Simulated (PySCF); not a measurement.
**Working out the electron affinity of Te**

Te⁻ [Kr] 4d10 5s2 5p5 (2P) → Te [Kr] 4d10 5s2 5p4 (3P). Computed with PySCF 2.14 in def2-TZVPPD with the def2 core potential (28 electrons), with a scalar-relativistic core potential. Frozen: nothing. Energies in hartree (1 hartree = 27.21139 eV):

```json
{"part": "UHF", "Te⁻ (lower)": "-267.044389", "Te (upper)": "-267.005646"}
{"part": "MP2 opposite-spin", "Te⁻ (lower)": "-0.338054", "Te (upper)": "-0.316780"}
{"part": "MP2 same-spin", "Te⁻ (lower)": "-0.187399", "Te (upper)": "-0.179624"}
```

Question: What does Hartree-Fock give?

Answer: (-267.005646) − (-267.044389) = 0.038743 hartree = 1.054 eV.

Question: What do MP2 and SCS-MP2 (6/5 opposite-spin, 1/3 same-spin) give?

Answer: The opposite-spin parts differ by 0.579 eV and the same-spin parts by 0.212 eV. MP2: 1.054 + (0.579) + (0.212) = 1.845 eV. SCS-MP2: 1.054 + 1.2 × (0.579) + (0.212)/3 = 1.819 eV.

Reference: 1.971 eV (measured; photodetachment measurements, as compiled on the Wikipedia data page of electron affinities), between the lowest levels; spin-orbit coupling is absent from the calculation.

What remains against the reference includes basis incompleteness and correlation beyond second order.
